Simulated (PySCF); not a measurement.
C₂H₅Si, SMILES [Si]([CH2])C (connectivity only; charge and spin as stated), neutral, multiplicity 2.

Geometry optimised at ωB97X-D3(BJ)/def2-TZVP. The isomer is the one that the SMILES or the coordinates give; other isomers of the formula were not compared.

Computed with PySCF with M06-2X/def2-TZVPD.

```
Quantity                                                                                                         Value
---------------------------------------------------------------------------------------------  -----------------------
total energy                                                                                        -368.59359 hartree
point group                                                                                                         Cs
α spin, highest occupied and lowest empty level                                                     -7.34 and -0.13 eV
β spin, highest occupied and lowest empty level                                                     -7.25 and -2.80 eV
dipole moment                                                                                                   1.77 D
quadrupole, principal values (traceless, Buckingham form, about the centre of nuclear charge)    -2.22, 0.61, 1.60 D·Å
mean static polarisability                                                                        60.3 bohr³ (8.93 Å³)
polarisability, principal values                                                                51.5, 53.9, 75.4 bohr³
⟨S²⟩                                                                                           0.765 (pure state 0.75)
```
